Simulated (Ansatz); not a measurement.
Basis sets compared for Ag2O (the lowest singlet isomer of a short search). The state is a singlet with charge 0. Geometry PBE0-D4/def2-TZVP. Ansatz on 4 threads of Arm Neoverse V1 on a shared host; times are rough, and most runs start from earlier orbitals.

```xyz
3

Ag    0.7695   -0.2215    1.3503
Ag   -1.2907    0.5268   -0.7218
O     0.5212   -0.3053   -0.6285
```

In the def2 sets Ag takes a core potential; there is no spin–orbit coupling. The structure comes from a short search, and lower isomers may exist.

Binding counts from free atoms (Ag doublet, O triplet) in the same basis, without a counterpoise term.

```json
{"level": "PBE-D4/def2-SVP", "functions": "76", "energy (Eh)": "-368.9791", "HOMO (eV)": "-4.81", "LUMO (eV)": "-3.58", "binding per atom (eV)": "1.57", "wall time": "0.55 s"}
{"level": "PBE-D4/def2-TZVP", "functions": "111", "energy (Eh)": "-369.1469", "HOMO (eV)": "-4.91", "LUMO (eV)": "-3.64", "binding per atom (eV)": "1.55", "wall time": "0.75 s"}
{"level": "r2SCAN-D4/def2-TZVP", "functions": "111", "energy (Eh)": "-369.2489", "HOMO (eV)": "-5.00", "LUMO (eV)": "-3.36", "binding per atom (eV)": "1.42", "wall time": "1.8 s"}
{"level": "PBE0-D4/def2-SVP", "functions": "76", "energy (Eh)": "-368.9223", "HOMO (eV)": "-5.95", "LUMO (eV)": "-2.57", "binding per atom (eV)": "1.24", "wall time": "0.9 s"}
{"level": "PBE0-D4/def2-TZVP (with forces)", "functions": "111", "energy (Eh)": "-369.0870", "HOMO (eV)": "-6.03", "LUMO (eV)": "-2.62", "binding per atom (eV)": "1.23", "wall time": "1.2 s"}
```

Estimate the rows for PBE-D4/def2-TZVPD, r2SCAN-D4/def2-TZVPD, PBE0-D4/def2-TZVPD.


| level | functions | energy (Eh) | HOMO (eV) | LUMO (eV) | binding per atom (eV) | wall time |
| --- | --- | --- | --- | --- | --- | --- |
| PBE-D4/def2-TZVPD | 120 | -369.1485 | -4.92 | -3.65 | 1.55 | 0.75 s |
| r2SCAN-D4/def2-TZVPD | 120 | -369.2505 | -5.01 | -3.37 | 1.43 | 1.8 s |
| PBE0-D4/def2-TZVPD | 120 | -369.0888 | -6.04 | -2.63 | 1.24 | 1 s |
